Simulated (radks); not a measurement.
Results of a calculation; reference values are marked as such.
All-electron atom: Si3+ in [He] 2s2 2p5 3s1 3d1 (not the ground configuration). Code: a radial shooting solver on a logarithmic mesh with Libxc functionals. Model: non-relativistic Kohn-Sham, r2SCAN, spin-polarised, spherical densities, point nucleus; open shells are filled with parallel spins first; meta-GGA in the generalised Kohn-Sham scheme.

Normalised radial functions P(r) = r R(r), r in bohr:

| r | 3s up |
|---|---|
| 0.005793 | 0.0527 |
| 0.007423 | 0.0660 |
| 0.009437 | 0.0814 |
| 0.012 | 0.0998 |
| 0.01525 | 0.1209 |
| 0.01954 | 0.1454 |
| 0.02484 | 0.1707 |
| 0.03158 | 0.1955 |
| 0.04015 | 0.2167 |
| 0.05104 | 0.2295 |
| 0.06541 | 0.2267 |
| 0.08315 | 0.2006 |
| 0.1057 | 0.1433 |
| 0.1344 | 0.0502 |
| 0.1722 | -0.0812 |
| 0.2189 | -0.2265 |
| 0.2783 | -0.3568 |
| 0.3538 | -0.4264 |
| 0.4497 | -0.3876 |
| 0.5763 | -0.2050 |
| 0.7326 | 0.0911 |
| 0.9314 | 0.4379 |
| 1.184 | 0.7314 |
| 1.517 | 0.8573 |
| 1.929 | 0.7608 |
| 2.452 | 0.5113 |
| 3.117 | 0.2494 |
| 3.963 | 0.0833 |
| 5.078 | 0.0166 |
| 6.455 | 0.0020 |

3s up: eigenvalue -46.843 eV, 2 radial nodes at r = 0.149, 0.685 bohr, <r> = 1.72 bohr, 90 % of the charge inside 2.53 bohr.
